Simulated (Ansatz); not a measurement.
Relaxation of C$_{3}$H$_{8}$N$_{2}$OSi (15 atoms, charge 0, multiplicity 1), to a largest force component of 0.015 eV/Å in at most 40 steps.

All numbers below come from Ansatz, RKS PBE0-D4/6-31G.

```xyz
15
Properties=species:S:1:pos:R:3:forces:R:3
N -1.145 -1.925 -1.224 0.75 0.95 -1.58
C -0.509 -1.668 -0.163 1.32 0.48 0.90
C -0.975 -2.189 1.154 1.14 2.51 2.39
N -0.176 -3.281 1.665 0.66 -0.80 -0.45
Si -0.568 -4.910 1.079 1.52 -1.38 -0.07
C 1.059 -3.082 2.236 -0.69 1.90 0.42
O 1.491 -1.952 2.533 0.07 -0.20 -0.20
H -1.982 -2.427 -1.011 -1.22 -0.86 -0.13
H 0.443 -1.053 -0.149 -1.11 -0.87 -0.30
H -0.868 -1.347 1.917 -0.23 -0.85 -0.75
H -2.010 -2.471 1.139 -0.75 -0.29 -0.14
H -0.108 -5.841 2.179 -0.07 0.03 -0.22
H 0.211 -5.256 -0.194 -0.36 0.10 0.32
H -1.986 -5.027 0.894 -1.23 0.04 -0.23
H 1.627 -3.964 2.475 0.19 -0.76 0.04
```

Problem. Where does it end, and by what steps?

Solution. The run converged. Limits of this set-up: no polarisation functions. After 16 steps the energy has fallen by 0.486 eV; H9 moved furthest, 1.01 Å.

```csv
step,energy less start (eV),largest force component (eV/Å),accepted
0,0.0000,2.505,yes
1,-0.3256,0.939,yes
2,-0.3578,1.163,yes
3,-0.2973,1.443,no
4,-0.4300,0.262,yes
5,-0.4436,0.113,yes
6,-0.4545,0.175,yes
7,-0.4615,0.400,yes
8,-0.4642,0.603,yes
9,-0.4783,0.255,yes
10,-0.4472,0.697,no
11,-0.4803,0.203,yes
12,-0.4828,0.321,yes
13,-0.4848,0.132,yes
14,-0.4856,0.029,yes
15,-0.4857,0.024,yes
16,-0.4858,0.015,yes
```

```xyz
15
Properties=species:S:1:pos:R:3
N -1.433 -1.808 -1.297
C -0.561 -1.947 -0.370
C -0.808 -2.140 1.102
N -0.047 -3.280 1.628
Si -0.377 -4.937 0.980
C 0.877 -3.030 2.615
O 1.120 -1.909 3.087
H -2.406 -1.842 -0.954
H 0.491 -1.923 -0.665
H -0.466 -1.257 1.661
H -1.881 -2.277 1.297
H 0.350 -5.882 1.886
H 0.109 -5.074 -0.431
H -1.861 -5.157 1.026
H 1.397 -3.931 2.967
```

Time of the run: 63 s on 1 CPU thread of a shared host.
